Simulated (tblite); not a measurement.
C9H12O.
Numbering: `[CH3:1][O:2][C:3]1=[CH:4][C:5]2([CH:6]=[CH:7]1)[CH2:8][CH2:9][CH2:10]2` (hydrogens: H11, H12, H13 on C1; H14 on C4; H15 on C6; H16 on C7; H17, H18 on C8; H19, H20 on C9; H21, H22 on C10)

Computed with GFN2-xTB (tblite), gas phase: L-BFGS steps from a force-field or distance-geometry start until the largest atomic force falls under 0.01 eV/Å.

Geometry at step 3:
```
atom  x, y, z in Å
C1      3.4706   -0.0980    0.1128
O2      2.6149    0.0126    1.2179
C3      1.2837   -0.0510    0.9568
C4      0.5999   -0.1973   -0.1955
C5     -0.8741   -0.1972    0.1165
C6     -0.8994   -0.0282    1.5979
C7      0.3451    0.0539    2.0675
C8     -1.7348    0.7625   -0.7528
C9     -2.0979   -0.4254   -1.6395
C10    -1.6859   -1.3669   -0.5078
H11     4.4931   -0.0331    0.4830
H12     3.2968    0.7166   -0.5976
H13     3.3357   -1.0637   -0.3873
H14     1.0139   -0.3027   -1.1849
H15    -1.8036    0.0224    2.1671
H16     0.6482    0.1770    3.0851
H17    -2.5865    1.1525   -0.1975
H18    -1.2144    1.5943   -1.2191
H19    -1.4353   -0.5083   -2.4991
H20    -3.1252   -0.4877   -1.9731
H21    -2.5265   -1.6543    0.1244
H22    -1.1288   -2.2600   -0.7756
```

Question: Give the atomic forces at this geometry.

Answer: 
| atom | Fx (eV/Å) | Fy (eV/Å) | Fz (eV/Å) |
| --- | --- | --- | --- |
| C1 | 0.058 | -0.045 | -0.116 |
| O2 | -0.103 | 0.003 | 0.078 |
| C3 | -0.034 | 0.001 | -0.046 |
| C4 | 0.014 | 0.006 | 0.209 |
| C5 | 0.065 | 0.000 | -0.068 |
| C6 | 0.062 | -0.004 | -0.165 |
| C7 | 0.053 | 0.001 | -0.027 |
| C8 | 0.172 | 0.019 | 0.068 |
| C9 | -0.078 | -0.062 | -0.109 |
| C10 | 0.098 | 0.052 | 0.037 |
| H11 | -0.048 | 0.015 | 0.093 |
| H12 | -0.017 | -0.043 | -0.070 |
| H13 | -0.015 | 0.050 | -0.074 |
| H14 | -0.209 | 0.010 | 0.103 |
| H15 | -0.174 | -0.011 | 0.042 |
| H16 | 0.114 | 0.023 | 0.167 |
| H17 | 0.024 | -0.078 | 0.014 |
| H18 | 0.096 | -0.008 | -0.009 |
| H19 | -0.027 | -0.003 | 0.004 |
| H20 | -0.215 | -0.016 | -0.097 |
| H21 | 0.068 | 0.078 | -0.023 |
| H22 | 0.096 | 0.010 | -0.011 |

The largest, 0.24 eV/Å, acts on H20 (H14 within 3 % of it); the rms over all components is 0.082 eV/Å. The forces sum to zero within rounding, as they must for an isolated molecule in no field.

Question: Give the force on H20 in Eh/bohr and in nN.

Answer: 0.236 eV/Å ÷ 51.422 = 0.00460 Eh/bohr, and 0.236 eV/Å × 1.602 = 0.38 nN.

Question: How far is this geometry from the end of the optimisation?

Answer: 0.035 eV above it, and 0.165 Å rms away after alignment. The bonds farthest from their final lengths, with half the difference of the two atoms' forces along the bond (positive lengthens):

```tsv
bond	now (Å)	final (Å)	force along bond (eV/Å)
C4–C5	1.507	1.496	-0.05
C8–C9	1.526	1.533	+0.11
C9–H20	1.082	1.088	+0.06
C7–H16	1.069	1.074	+0.10
C6–H15	1.070	1.075	+0.15
C9–C10	1.529	1.533	+0.04
```

The angle farthest from its final value is C5–C4–H14, 124.5° against 122.2°.

What follows is the cost of the whole relaxation. Time: 0.49 s of wall time. Hardware: one thread of an Arm Neoverse V1, on a shared host.
